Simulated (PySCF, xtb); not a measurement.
Sn(Cl)3(OSiH3) (Cl₃H₃OSiSn), SMILES [SiH3][O][Sn]([Cl])([Cl])[Cl].

GFN2-xTB (xtb 6.7.1) at its own geometry gives an orbital gap of 2.12 eV and a dipole moment of 1.15 D.

Geometry optimised at B3LYP-D3(BJ)/def2-SVP. The def2 effective core potentials stand for the cores of Sn; spin–orbit coupling is left out. Other conformers were not sampled.

**Question.** What does PySCF with HF/def2-TZVP give? (Estimate from the structure and the level; the computed values follow.)

**Answer.** gap 13.21 eV (levels -12.76 and 0.45 eV), dipole 0.75 D.
